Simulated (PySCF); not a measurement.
H₁₂Si₆, SMILES [SiH2]1[SiH2][SiH2][SiH2][SiH2][SiH2]1.

The structure is a stationary point at B3LYP-D3(BJ)/def2-SVP.

Two levels are set side by side: TDA-PBE/def2-SVPD (PySCF) and TDA-CAM-B3LYP/def2-SVPD (PySCF). Vertical, same geometry. The lowest singlet is HOMO→LUMO 97 % with PBE and HOMO→LUMO+1 74 % with the other functional; states are paired by order. Differences are taken from unrounded values.

| quantity | TDA-CAM-B3LYP | TDA-PBE | TDA-PBE minus TDA-CAM-B3LYP |
|---|---|---|---|
| lowest singlet excitation (eV) | 6.28 | 5.50 | -0.78 |
| lowest triplet excitation (TDA) (eV) | 5.67 | 5.07 | -0.61 |

Functionals without exact exchange tend to place singlet excitations lower, as here. Differences between two approximate levels are no errors against the true value.

Rough cost on one machine, each run with all the roots and properties that it gave: TDA-CAM-B3LYP against TDA-PBE about 10 times.
